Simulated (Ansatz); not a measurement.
The first iterations of a band of CH₄BFMg (8 atoms, charge 0, multiplicity 1).

All numbers below come from Ansatz, RKS B3LYP/def2-SVP.

```yaml
movable_images: 5
climbing_image: yes
spring: 5.0 eV/Å²
optimiser: quadratic models (default)
start_path: through a guess of the saddle point
force_threshold: 0.05 eV/Å
iteration_limit: 60
end_points: relaxed
```

First end point:

```xyz
8
Properties=species:S:1:pos:R:3
C 0.073 1.192 -0.492
B 0.527 -0.076 0.326
F 1.705 0.022 0.969
Mg -0.616 -2.085 0.562
H -0.176 0.917 -1.533
H -0.869 1.583 -0.062
H 0.818 2.007 -0.503
H -1.462 -3.561 0.732
```

Last end point:

```xyz
8
Properties=species:S:1:pos:R:3
C -0.156 1.106 -0.569
B -0.525 -0.342 -0.121
F 0.313 -1.054 0.635
Mg 2.225 -3.256 2.566
H -0.212 1.184 -1.670
H -0.921 1.810 -0.190
H 0.837 1.442 -0.232
H -1.562 -0.892 -0.419
```

| iteration | highest image above the first end (eV) | largest band force component (eV/Å) |
| --- | --- | --- |
| 1 | 9.882 | 28.893 |
| 2 | 5.764 | 12.709 |
| 3 | 3.993 | 6.494 |
| 4 | 2.668 | 3.453 |
| 5 | 1.793 | 1.593 |

Task: Does the band converge within its limit, and where does its top end?

Result: It converged. It ended after 17 iterations with the highest image 1.695 eV above the first end. Neighbouring images differ by up to 2.5 eV, so the band resolves the path poorly. A vibrational analysis at the climbing image gives one clearly imaginary mode, 893i cm⁻¹: a first-order saddle point. The orbitals stay closed-shell, which can raise the energy where a bond breaks towards radicals; this wasn't checked here.

Run time: 9.8 min on 1 thread of Intel(R) Xeon(R) Processor @ 2.50GHz (Skylake/Cascade Lake), with other jobs on the host, peak memory 0.16 GiB.
